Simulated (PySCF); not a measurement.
A calculated (LDA, PySCF 2.14, x2c-TZVPPall, scalar relativity by spin-free X2C-1e) atom or ion has these occupied shells.

| shell | electrons | orbital energy (eV) | rms radius, mean of both spins (bohr) |
| --- | --- | --- | --- |
| 1s α | 1 | -48224.2 | 0.0254 |
| 1s β | 1 | -48224.2 | 0.0254 |
| 2s α | 1 | -7947.4 | 0.103 |
| 2s β | 1 | -7947.4 | 0.103 |
| 2p α | 3 | -7100.9 | 0.0923 |
| 2p β | 3 | -7100.8 | 0.0923 |
| 3s α | 1 | -1775.0 | 0.267 |
| 3s β | 1 | -1772.8 | 0.267 |
| 3p α | 3 | -1510.3 | 0.267 |
| 3p β | 3 | -1508.1 | 0.267 |
| 3d α | 5 | -1149.1 | 0.245 |
| 3d β | 5 | -1147.4 | 0.245 |
| 4s α | 1 | -379.16 | 0.601 |
| 4s β | 1 | -374.09 | 0.601 |
| 4p α | 3 | -291.60 | 0.638 |
| 4p β | 3 | -286.56 | 0.638 |
| 4d α | 5 | -167.99 | 0.703 |
| 4d β | 5 | -163.05 | 0.703 |
| 5s α | 1 | -74.037 | 1.43 |
| 5s β | 1 | -71.477 | 1.43 |
| 5p α | 3 | -51.960 | 1.66 |
| 5p β | 3 | -50.006 | 1.66 |
| 4f α | 6 | -35.003 | 0.981 |

(1) Name the element and its charge.

## Answers

(1) Eu³⁺ (europium, charge +3), in [Xe] 4f6, high-spin 7F determinant.
